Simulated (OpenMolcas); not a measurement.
## V2+: the spin-orbit constant, worked from levels

- Program: OpenMolcas
- Basis: ANO-RCC-VTZP [6s5p3d2f1g]
- Scalar Hamiltonian: DKH2, point nucleus
- Active space: 3 electrons in 5 orbitals (3d)
- State averaging: 2S+1 = 4 even, 10 roots; 2S+1 = 2 even, 40 roots
- Spin-orbit coupling: RASSI with atomic mean-field integrals over the reference wave functions, term energies averaged over their components

Methods: CASSCF; MS-CASPT2, IPEA 0.25 Eh, imaginary shift 0.1 Eh (closed shells correlated: 3s 3p). Measured levels: Sugar and Corliss, J. Phys. Chem. Ref. Data 7, 1191 (1978).

**The spin-orbit constant.** For the Hund term ⁴F of d3, E(J) = (A/2) J(J+1) + constant and ζ = 2S·A = 3A. From J = 3/2 to J = 9/2 the energy changes by 10.5 A.

```
   Source  E(9/2) - E(3/2)     A    ζ
   CASSCF            631.0  60.1  180
MS-CASPT2            631.6  60.2  180
 measured            583.8  55.6  167
```

All in cm-1. MS-CASPT2 is off by +8.2 % and CASSCF by +8.1 %. Both methods take the spin-orbit matrix elements from the reference wave functions, so the second can move ζ only through the term energies and any multistate remixing. Second-order mixing with other terms is absorbed into this ζ.

CASPT2 does not keep the components of a term degenerate, so their means are used; among the terms shown or strongly mixed into the levels shown the widest spread is 990 cm-1 (3d³ ⁴F, MS-CASPT2). Without dynamic correlation excited terms often stand tens of per cent too high (terms of higher spin than the ground term too low), and those without a measured partner can miss by more than the paired ones (holds for CASSCF). Computed and measured levels are paired by configuration, term and J; levels that our copy of the source lacks, or whose pairing is in doubt (as where it misses far off the trend of its configuration), stay unpaired and out of the deviations. Levels of configurations outside the active space are missing.
